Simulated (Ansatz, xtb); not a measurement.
## A geometry optimisation of C2H7AlBCl with r2SCAN-D4/def2-SVP

The starting geometry of this gas-phase singlet was built from a drawn formula by distance geometry and a force field; its bonds are those of `B[CH2][AlH][CH2]Cl`.

```yaml
atoms:
  - { symbol: C, position_ang: [-1.1102, 1.4374, 0.8192] }
  - { symbol: C, position_ang: [1.9094, 2.7883, 0.0513] }
  - { symbol: Al, position_ang: [0.5036, 1.4385, -0.3060] }
  - { symbol: B, position_ang: [-1.8870, 2.8274, 0.6785] }
  - { symbol: Cl, position_ang: [2.1273, 3.8131, -1.3762] }
  - { symbol: H, position_ang: [-2.9815, 2.8712, 0.2298] }
  - { symbol: H, position_ang: [-1.3391, 3.8225, 1.0146] }
  - { symbol: H, position_ang: [-0.8760, 1.2824, 1.8698] }
  - { symbol: H, position_ang: [-1.8143, 0.6473, 0.4616] }
  - { symbol: H, position_ang: [0.6567, 0.3967, -1.5034] }
  - { symbol: H, position_ang: [1.6345, 3.4292, 0.8781] }
  - { symbol: H, position_ang: [2.8560, 2.2959, 0.3127] }
```

Where would you expect an optimisation with r2SCAN-D4/def2-SVP to take it?

A new bond forms, giving a structure with Cl5 bridging Al3 and C2, given below by its coordinates. Contacts that close: Al3–Cl5 (3.07 → 2.49 Å).

The energy falls by 0.57 eV over 19 steps:

```
step  E − E(last) (eV)
   1             0.571
   3             0.218
   5             0.087
   7             0.022
   9             0.009
  11             0.001
  13             0.001
  15             0.000
  17             0.000
  19             0.000
```

Final geometry (Å):

```xyz
12

C    -1.2121    1.4607    0.8198
C     1.8913    2.6824    0.2256
Al    0.4733    1.3920   -0.2131
B    -1.6797    2.8902    0.5929
Cl    1.0448    3.6079   -1.1880
H    -2.4161    3.1660   -0.3296
H    -1.2710    3.7951    1.2898
H    -0.8565    1.2199    1.8386
H    -1.8252    0.6497    0.3945
H     0.7700    0.2720   -1.2900
H     1.8280    3.3594    1.0881
H     2.9325    2.5544   -0.0986
```

From the same start GFN2-xTB reaches the same bonding as this run.

The end wasn't checked by frequencies. Run with Ansatz 0.2.0, 34 s on 2 threads of Intel(R) Xeon(R) 6975P-C (Granite Rapids) (shared host).
